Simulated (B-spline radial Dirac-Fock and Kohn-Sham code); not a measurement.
## Radiative decay of the 3p3/2 hole in Tm³⁺

System: Tm³⁺, [Xe] 4f11 5d1 (not the ground configuration).

Level of theory: independent-particle rates on relativistic LDA orbitals of the hole state (multipoles up to L = 3, Coulomb Auger matrix elements, transition energies from Dirac-Fock); a radial atomic solver.

```tsv
line	multipole	energy (eV)	width (meV)	share (%)
M3-M4	E1	371.5	0.0909	0.430
M3-M5	E1	415.7	1.19	5.61
M3-N1	E1	1410.8	3.45	16.3
M3-N2	E2	1500.4	0.00679	0.0322
M3-N3	E2	1547.4	0.00585	0.0277
M3-N4	E1	1695.6	1.73	8.17
Mγ (M3-N5)	E1	1704.2	13.8	65.3
M3-O1	E1	1834.4	0.634	3.00
M3-N6	E2	1882.4	0.0108	0.0510
M3-N7	E2	1883.8	0.0634	0.300
M3-O4	E1	1901.5	0.0171	0.0810
M3-O5	E1	1901.9	0.138	0.653
```

The listed lines hold 100.0 % of the radiative rate. The radiative width is 0.0211 eV in the length form and 0.0208 eV in the velocity form; the two differ because the transition energies are not eigenvalue differences of the potential that gave the orbitals.

Values without a named source are computed, but for edge energies of neutral atoms, which are taken from tables.
